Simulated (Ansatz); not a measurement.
`[F][Ge]([F])([F])[SH]` and `[F][Ge]([F])([F])[F]` differ in one atom or group.

Ansatz, PBE0-D4/def2-TZVP geometries, multiplicity 1. Each molecule was computed in one conformer, which needn't be the lowest.

Scalar relativity is left out up to krypton.

```json
{"property": "HOMO–LUMO gap (PBE0/def2-TZVPP) / eV", "`[F][Ge]([F])([F])[SH]`": "7.48"}
{"property": "HOMO energy (B3LYP/def2-TZVPP) / eV", "`[F][Ge]([F])([F])[SH]`": "-8.63"}
{"property": "LUMO energy (ωB97M-V/def2-TZVPP) / eV", "`[F][Ge]([F])([F])[SH]`": "0.68"}
{"property": "zero-point energy (PBE0-D4/def2-TZVP) / kJ/mol", "`[F][Ge]([F])([F])[SH]`": "43.9"}
{"property": "HOMO–LUMO gap (PBE/def2-TZVPP) / eV", "`[F][Ge]([F])([F])[SH]`": "5.07"}
{"property": "HOMO energy (PBE0/def2-TZVPP) / eV", "`[F][Ge]([F])([F])[SH]`": "-8.90"}
```

(1) Give the same properties after the change, and the shifts. (Estimate.)

## Answers

(1) The calculation gave: 
| property | `[F][Ge]([F])([F])[F]` | shift |
| --- | --- | --- |
| HOMO–LUMO gap (PBE0/def2-TZVPP) / eV | 10.96 | 3.48 |
| HOMO energy (B3LYP/def2-TZVPP) / eV | -12.36 | -3.73 |
| LUMO energy (ωB97M-V/def2-TZVPP) / eV | 0.46 | -0.22 |
| zero-point energy (PBE0-D4/def2-TZVP) / kJ/mol | 25.9 | -18.0 |
| HOMO–LUMO gap (PBE/def2-TZVPP) / eV | 7.60 | 2.53 |
| HOMO energy (PBE0/def2-TZVPP) / eV | -12.69 | -3.79 |

With PBE0 the HOMO falls by 3.79 eV and the LUMO falls by 0.31 eV, so the gap widens by about 3.48 eV. PBE moves the HOMO by -2.94 eV and ωB97M-V by -4.09 eV. The zero-point energy changes by -18.0 kJ/mol with -3 modes.

B3LYP here is the variant with VWN-RPA as its local correlation; programs differ in this.
